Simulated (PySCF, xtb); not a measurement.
Be(I)(SMe) (CH₃BeIS), SMILES [Be]([I])[S]C.

xtb with GFN2-xTB at its own geometry gives an orbital gap of 3.79 eV and a dipole moment of 4.22 D.

Coordinates come from a PBE0-D3(BJ)/def2-SVP optimisation. The def2 effective core potentials stand for the cores of I; spin–orbit coupling is left out. Other conformers were not sampled.

What does HF/def2-TZVPD (PySCF) give? (The exact figures need the calculation; the answer reports its results.)

gap 10.89 eV (levels -9.83 and 1.06 eV), dipole 1.67 D.
